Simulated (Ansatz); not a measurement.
`C[O][W](=[O])([OH])([Cl])[Cl]`: the same geometry under several functionals.

```yaml
crystal:
  periodic: [false, false, false]
  atoms:
    - {symbol: C, position_ang: [0.233134, -0.877879, 1.658120]}
    - {symbol: O, position_ang: [-0.570212, -0.044930, 0.866231]}
    - {symbol: W, position_ang: [-0.388221, 0.822634, -0.752776]}
    - {symbol: O, position_ang: [-1.928083, 1.461535, -0.969844]}
    - {symbol: O, position_ang: [-0.240202, -0.927244, -1.487529]}
    - {symbol: Cl, position_ang: [0.982357, 2.368064, 0.274074]}
    - {symbol: Cl, position_ang: [0.604929, 1.483876, -2.758809]}
    - {symbol: H, position_ang: [0.587670, -1.721928, 1.058568]}
    - {symbol: H, position_ang: [1.090700, -0.308680, 2.031749]}
    - {symbol: H, position_ang: [-0.360018, -1.242067, 2.497419]}
    - {symbol: H, position_ang: [-0.012064, -1.013391, -2.417193]}
basis:
  gaussian: {orbitals: def2-TZVPP}
hamiltonian: {xc: {name: B2PLYP}}
```

```sh
$ ansatz run in.yaml --threads 4 --pin off --events-out ev --progress --plain --max-ram 66560MiB --backend cuda --devices 0, --max-vram 37GiB
```

It prints (some lines left out):

```
Functional definition: B2PLYP
1999 factors; integrals over basis functions are off by at most 9.1e-4 eV
mean field evaluation 1: about -34077.8570 eV, gradient 9.5e1 eV
mean field evaluation 2: about -34078.1132 eV, gradient 9.5e1 eV
mean field evaluation 4: about -34092.1504 eV, gradient 3.0e1 eV
mean field evaluation 8: about -34093.7568 eV, gradient 1.7e0 eV
mean field evaluation 16: about -34093.7911 eV, gradient 1.9e-3 eV
mean field -34093.79110979 eV, -1252.9237136831 hartree, gradient 6.9e-6 eV, S^2 0.000000; 0 other end points of the search recorded, 0 dependent functions left out
14 core orbitals not correlated: weight in the atoms' cores, before any rotation towards them, 1.000 or more for the frozen orbitals, at most 0.000 for the correlated occupied ones
reference -34093.79130565 eV, -1252.9237208807 hartree; 27, 27 occupied and 279, 279 virtual orbitals, 1999 factors
second order -60.46097997 eV of doubles, -0.00000000 eV of singles
Total energy: -34110.11577024 eV, -1253.5236338893 hartree
```

Hardware: 4 threads of an AMD EPYC 7R13 on a shared host and a share of an NVIDIA H100 80 GB. Wall time 9 s, peak host memory 1.4 GiB.

The same input with `hamiltonian: {xc: {name: B97M-V}}` (abridged; 5.5 s):

```
Functional definition: B97M-V
mean field evaluation 16: about -34116.9135 eV, gradient 5.4e-3 eV
mean field -34116.91354719 eV, -1253.7734475845 hartree, gradient 3.0e-5 eV, S^2 0.000000
Total energy: -34116.91361321 eV, -1253.7734500110 hartree
```

The same input with `hamiltonian: {xc: {name: wB97X-V}}` (abridged; 8 s):

```
Functional definition: wB97X-V
mean field evaluation 16: about -34117.6223 eV, gradient 4.9e-4 eV
mean field -34117.62230415 eV, -1253.7994939224 hartree, gradient 4.4e-5 eV, S^2 0.000000
Total energy: -34117.62230193 eV, -1253.7994938409 hartree
```

The same input with `hamiltonian: {xc: lda}` (abridged; 8.5 s):

```
Functional definition: SPW92
mean field evaluation 16: about -33988.2670 eV, gradient 7.0e-2 eV
mean field -33988.26703507 eV, -1249.0457754642 hartree, gradient 4.5e-5 eV, S^2 0.000000
Total energy: -33988.26707942 eV, -1249.0457770938 hartree
```

Changing it to `hamiltonian: {xc: {name: PBE-QIDH}}` (abridged; 9.5 s):

```
Functional definition: PBE-QIDH
mean field evaluation 16: about -34081.8207 eV, gradient 1.8e-3 eV
mean field -34081.82070608 eV, -1252.4838094607 hartree, gradient 9.0e-6 eV, S^2 0.000000
14 core orbitals not correlated: weight in the atoms' cores, before any rotation towards them, 1.000 or more for the frozen orbitals, at most 0.000 for the correlated occupied ones
second order -55.76132910 eV of doubles, -0.00000000 eV of singles
Total energy: -34100.40782977 eV, -1253.1668736575 hartree
```

The same input with `hamiltonian: {xc: hse06, dispersion: d4}` (abridged; 8.5 s):

```
Functional definition: HSE06
mean field evaluation 16: about -34107.7354 eV, gradient 1.6e-3 eV
mean field -34107.73536710 eV, -1253.4361556877 hartree, gradient 5.5e-5 eV, S^2 0.000000
Total energy: -34108.03138795 eV, -1253.4470342530 hartree
```

HSE06 is the plane-wave form, built on full-range PBE exchange.
